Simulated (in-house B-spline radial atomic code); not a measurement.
## Ionising Sc2+ with different functionals

Computed with a radial B-spline atomic code at the basis-set limit: four-component Dirac-Coulomb Hamiltonian, Fermi nucleus of rms radius 3.5459 fm, spin-restricted, spherical fractional occupations for the functionals, and exact exchange of hybrids averaged over the configuration. The ionisation energy is the difference of two self-consistent energies, [Ar] 3d1 → [Ne] 3s2 3p6, without Breit or QED terms; ε is the level of the shell that loses the electron (mean over j). The electron is taken from both j subshells in proportion to 2j + 1, so the result is a j average, not the step between ground levels.

```
 method                    rung  ΔSCF (eV)  -ε(3d) (eV)
  B3LYP           global hybrid      25.01        19.57
   PBE0           global hybrid          ?            ?
LC-wPBE  range-separated hybrid          ?            ?
  wB97X  range-separated hybrid      24.60        22.19
```

(1) What does PBE0 give?

(2) What does LC-wPBE give?

(3) Among the functionals, which spreads more, the ΔSCF values or the orbital energies?

(4) How do they compare with the NIST value?

Results:

(1) ΔSCF 24.84 eV, and -ε(3d) = 19.77 eV.

(2) ΔSCF 24.94 eV, and -ε(3d) = 22.71 eV.

(3) The orbital energies: ΔSCF values span about 0.41 eV and the orbital energies 3.15 eV; here energy differences depend much less on the functional than eigenvalues do.

(4) NIST lists 24.757 eV (measured, ground level to ground level). Errors run from -0.15 to +0.26 eV; PBE0 is closest (+0.08 eV), but part of that can be cancellation, since the calculations leave out Breit-QED terms, spin polarisation, the choice among j levels, multiplet and fine-structure energies.
